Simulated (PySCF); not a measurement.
Bond curve of KGa

Set-up: basis K pcseg-1, Ga pcseg-1; no relativity; PySCF 2.14. Energies in eV from K + Ga in their ground configurations at the same level. State: ³Π (triplet), unpaired electrons σ ↑, π ↑.

```tsv
R (Å)	r²SCAN
2.868	-0.5448
3.002	-0.6617
3.135	-0.7239
3.235	-0.7447
3.335	-0.7491
3.435	-0.7411
3.568	-0.7166
3.735	-0.6716
3.935	-0.6064
4.202	-0.5138
```

**Question.** Put a parabola through the three lowest points of the r²SCAN curve and estimate Re, k and ωe (reduced mass 24.89 u; 1 eV/Å² = 0.16022 mdyn/Å; ωe = 1302.8·√(k/μ) cm⁻¹).

**Answer.** Through R = 3.235, 3.335, 3.435 Å the second-order coefficient is 0.620 eV/Å², so Re ≈ 3.320 Å, k ≈ 0.199 mdyn/Å and ωe ≈ 116 cm⁻¹. A polynomial fit of higher order to the unrounded r²SCAN energies gives Re = 3.316 Å, k = 0.208 mdyn/Å, ωe = 119 cm⁻¹; anharmonicity and rounding make the difference.

The higher-order fit for each curve: r²SCAN: Re = 3.316 Å, ωe = 119 cm⁻¹, De = 0.75 eV.

Spin–orbit coupling is left out. The state is the lowest determinant that a PBE0 search found; another state may lie lower at other levels.
